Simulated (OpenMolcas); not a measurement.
**neutral lutetium: effect of the active space**

| Property | Result |
| --- | --- |
| Program | OpenMolcas 26.06 |
| Method | SS-CASPT2, IPEA 0.25 Eh, imaginary shift 0.1 Eh |
| Basis | ANO-RCC-VQZP |
| Scalar Hamiltonian | DKH2, point nucleus |
| Spin-orbit coupling | state interaction with AMFI integrals over the reference wave functions, term energies averaged over their components |

A. 3 electrons in 6 orbitals (5d 6s); 2S+1 = 4 even, 20 roots (10 in the spin-orbit step); 2S+1 = 2 even, 30 roots; closed shells correlated: 5s 5p; CASPT2 step of the order of 60 core-seconds
B. 3 electrons in 11 orbitals (5d 6s 6d); 2S+1 = 2 even, 5 roots; 2S+1 = 4 even, 7 roots kept (CI in the orbitals of an earlier block); closed shells correlated: 5s 5p; CASPT2 step of the order of 2.5 core-minutes

Energies in cm⁻¹ above 5d 6s² ²D_3/2, the measured ground level; measured values from NIST Handbook of Basic Atomic Spectroscopic Data.

```json
{"Level": "5d 6s² ²D_3/2", "A": "0.0", "B": "0.0", "Measured": "0.0"}
{"Level": "5d 6s² ²D_5/2", "A": "1819", "B": "2270", "Measured": "1994"}
{"Level": "5d² 6s ⁴F_3/2", "A": "17000", "B": "17990", "Measured": "18851"}
```

Deviations, from unrounded energies. A percentage is the sum of absolute deviations over the sum of measured energies, with the sign that they share, or ± where signs differ.

```
                  Against measurement  Levels     A      B
       mean absolute deviation (cm-1)       2  1000    570
fine structure of the ground term (%)       1  -8.8  +13.7
             other configurations (%)       1  -9.8   -4.6
```

B lies closest to measurement on these levels. The largest miss of B in the table is 5d² 6s ⁴F_3/2, by -860 cm-1. The ranking rests on the paired levels alone, and a cruder setting can come out closer through cancelling errors.

Between A and B the level of the table that moves most is 5d² 6s ⁴F_3/2, by 990 cm-1 (lowest in A, highest in B). Moves below CASPT2's spread within the term are not significant.

CASPT2 does not keep the components of a term degenerate, so their means are used; among the terms shown or strongly mixed into the levels shown the widest spread is 520 cm-1 (5d² 6s ⁴F, A). Over all roots computed the reference weight is 0.86 to 0.93 in A; the roots of lowest weight are the least certain, and an intruder state may touch them. Some high roots are left out of the spin-orbit mixing, which shifts the levels that they would mix with (holds for A). A single d shell beside an s shell can misplace configurations of different d count against each other (holds for A). Terms from blocks run as CI alone lack orbitals of their own (holds for B). Active for correlation alone: 6d; no level in the range computed is led by a configuration that fills it, so any true level of that kind is missing (holds for B). Computed and measured levels are paired by configuration, term and J; levels that our copy of the source lacks, or whose pairing is in doubt (as where it misses far off the trend of its configuration), stay unpaired and out of the deviations. Levels of configurations outside the active space are missing. Levels that lie high or do not pair safely by name in every column are left out.
